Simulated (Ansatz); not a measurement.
Ideal-gas functions of CH4BClSi (`ClB1C[SiH2]1`) at 400 K and 1 bar, from an Ansatz frequency run at PBE0-D4/def2-TZVP.

Molar mass 90.39 g/mol, point group C1 (symmetry number 1), electronic degeneracy 1, moments of inertia 40.613, 221.469, 252.808 u Å². Harmonic wavenumbers (cm⁻¹, unscaled): 144, 262, 382, 440, 517, 546, 617, 697, 745, 876, 930, 951, 1224, 1381, 2232, 2259, 3088, 3171.

Use S(trans) = R[1.5 ln M + 2.5 ln T − 1.1517]; rotational temperatures θ = 24.2544 K / I; S(rot) = R[ln(√π/σ · √(T³/θAθBθC)) + 1.5]; for each mode x = 1.438777 ν̃/T, S = R[x/(eˣ − 1) − ln(1 − e⁻ˣ)] and H = RT x/(eˣ − 1); 1 cm⁻¹ = 0.0119627 kJ/mol; R = 8.31446 J/(mol·K).

Question: By hand: the entropy, in J/(mol·K).

Answer: Translation 171.1. Rotation: θ = 0.5972, 0.1095, 0.0959 K, giving 113.0. Vibration, mode by mode: 13.88, 9.11, 6.30, 5.31, 4.26, 3.92, 3.21, 2.56, 2.23, 1.54, 1.31, 1.24, 0.56, 0.35, 0.02, 0.02, 0.00, 0.00, in all 55.8. Electronic 0.0. Sum 339.9 J/(mol·K).

Question: By hand: H − E and G − E in kJ/mol, counted from the electronic energy.

Answer: Zero-point energy ½ × 20462 × 0.0119627 = 122.4; thermal vibration 13.5; translation, rotation and pV give 4 RT = 13.3. H − E = 149.2 kJ/mol, and G − E = 149.2 − 400 × 339.9/1000 = 13.2 kJ/mol.

Vibration gives 16 % of the entropy, 13.9 J/(mol·K) of it from the mode under 150 cm⁻¹: soft modes count most, and the harmonic formula is weakest for them. The sum counts one conformer and one mirror image; others add a mixing term.
